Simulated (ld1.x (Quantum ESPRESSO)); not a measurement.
## Varying the TM semilocal potential for bismuth

Base potential:

* Element: bismuth
* Generator: ld1.x (Quantum ESPRESSO) 7.5
* Type: norm-conserving Troullier–Martins (semilocal form)
* Functional: PBE
* Relativity: scalar-relativistic
* Frozen core: [Xe] 4f14 5d10
* Valence charge: 5
* Reference configuration: 6s1 6p4
* Partial waves: 6s (bound): rc 1.90 bohr; 6p (bound): rc 1.95 bohr
* Local potential: the p channel
* Core correction: Bessel-smoothed model core inside 1.70 bohr

Cutoffs, loose and tight: the cutoffs (Ry, on a coarse ladder) from which the occupation-weighted sum of valence levels, in a spherical-Bessel basis at the reference potential, stays within 10 and 1 mRy of its value at 400 Ry. They do not see the model core or the augmentation charge, which bear on the density cutoff. Test errors are all-electron minus pseudo excitation energies from the reference, over the configurations 6s2 6p3; 6s2 6p2; 6s2 6p1; 6s2 6p3.3; 6s2 6p0; 6s1 6p0; 6s0 6p5. A dash means not determined; rows that change the core or the reference have their own tests.

In the semilocal form every listed channel keeps its own potential, so the choice of the local channel does not act on these tests. It acts once the file is put into the separable form.

A semilocal file is local in each channel, so a ghost entry of none says nothing of the separable form that plane-wave codes build from it.

| change | outcome | cutoff, loose | cutoff, tight | bound ghosts | largest test error (meV) |
| --- | --- | --- | --- | --- | --- |
| base | generated | 30 Ry | 55 Ry | none | -609 |
| core correction none | generated | 30 Ry | 55 Ry | none | +188 |
| functional LDA (PZ) | generated | 30 Ry | 55 Ry | none | -595 |
| wave 6s (bound): rc 1.90 bohr becomes 6s (bound): rc 2.28 bohr | generated | 30 Ry | 55 Ry | none | -595 |
| all radii but the core radius scaled by about 1.14 (s 2.16, p 2.22 bohr) | generated | 21 Ry | 30 Ry | none | -578 |

Problem. What comes out with this change to the base: type RRKJ, which also changes the form from semilocal to separable; local potential the s channel; rho0 0.02?

Solution. outcome: generated; cutoff, loose: 30 Ry; cutoff, tight: 35 Ry; bound ghosts: none; largest test error (meV): -603.

Problem. What comes out with this change to the base: reference 6s2 6p2.5?

Solution. outcome: generated; cutoff, loose: 30 Ry; cutoff, tight: 55 Ry; bound ghosts: none; largest test error (meV): -808.

Problem. What comes out with this change to the base: wave 6p (bound): rc 1.95 bohr becomes 6p (bound): rc 2.00 bohr?

Solution. outcome: generated; cutoff, loose: 30 Ry; cutoff, tight: 50 Ry; bound ghosts: none; largest test error (meV): -603.
